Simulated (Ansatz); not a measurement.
Results of the Gaussian-basis code of Ansatz.

Basis-set series for `C[N](C)[Y]([N](C)C)[N](C)C`. Total charge 0; spin multiplicity 1. Y: def2 effective core potential. Geometry: relaxed with PBE0-D4/def2-TZVP. It is one conformer, not always the lowest.

```json
{"functional": "PBE0-D4", "basis": "def2-SVP", "functions": "247", "energy (Eh)": "-441.32953", "HOMO (eV)": "-5.29", "LUMO (eV)": "-1.13"}
{"functional": "PBE0-D4", "basis": "def2-QZVPP", "functions": "1134", "energy (Eh)": "-441.80870", "HOMO (eV)": "-5.45", "LUMO (eV)": "-1.21"}
{"functional": "ωB97M-V", "basis": "def2-SVP", "functions": "247", "energy (Eh)": "-441.49873", "HOMO (eV)": "-7.56", "LUMO (eV)": "0.11"}
{"functional": "ωB97M-V", "basis": "def2-QZVPP", "functions": "1134", "energy (Eh)": "-442.00229", "HOMO (eV)": "-7.72", "LUMO (eV)": "-0.11"}
```

**Question.** Give the rows for def2-TZVPP. (Best estimate.)

**Answer.** The calculation gave: 
```
functional       basis  functions  energy (Eh)  HOMO (eV)  LUMO (eV)
   PBE0-D4  def2-TZVPP        587   -441.78243      -5.42      -1.19
   ωB97M-V  def2-TZVPP        587   -441.97669      -7.70      -0.03
```
